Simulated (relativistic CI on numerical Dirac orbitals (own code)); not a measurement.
**Hyperfine structure of Mn14+, mass number 53**

Method of calculation: Dirac-Coulomb-Breit CI, orbitals from a KLI potential per configuration, model QED (radiative potential, 1s self-energy scaled to tabulated hydrogen-like ionisation energies), unscaled Slater integrals (own radial code, finite nucleus).

CI space (outside the closed core [Ne]): 3s, 3p, 3d, 4s, 4p, 4d, 4f, 5s, 5p, 5d, 5f, 5g, 6s, 6p, 6d. Levels of other configurations are missing.

Nuclear spin I = 7/2, μ = 5.033 μN, Q = 0.17 b (tables of Stone and Pyykkö). The electronic factors are computed for point nuclear moments, without core polarisation or the Bohr-Weisskopf and QED corrections.

```tsv
Level	E (eV)	A (GHz)	B (GHz)
3s ²S1/2	0.000	115.8	
3p ²P°1/2	32.298	33.3	
3p ²P°3/2	34.409	6.317	1.39
3d ²D3/2	78.418	2.609	0.191
3d ²D5/2	78.683	1.111	0.27
4s ²S1/2	206.363	45.28	
4p ²P°1/2	219.120	13.4	
4p ²P°3/2	219.938	2.548	0.561
```

Levels with J = 0, under 50 % of one LS term, or S terms without an open s electron are left out. Small factors come from cancelling terms and can be off by tens of per cent or more.

At this charge energies of transitions that change n are usually good to better than 1 %, and those within a shell (Δn = 0) to a few per cent.

Give the hyperfine levels of 3s ²S1/2 relative to its centre of gravity.

With K = F(F + 1) − I(I + 1) − J(J + 1), E = AK/2: F = 3: -260.6, F = 4: 202.7 GHz.
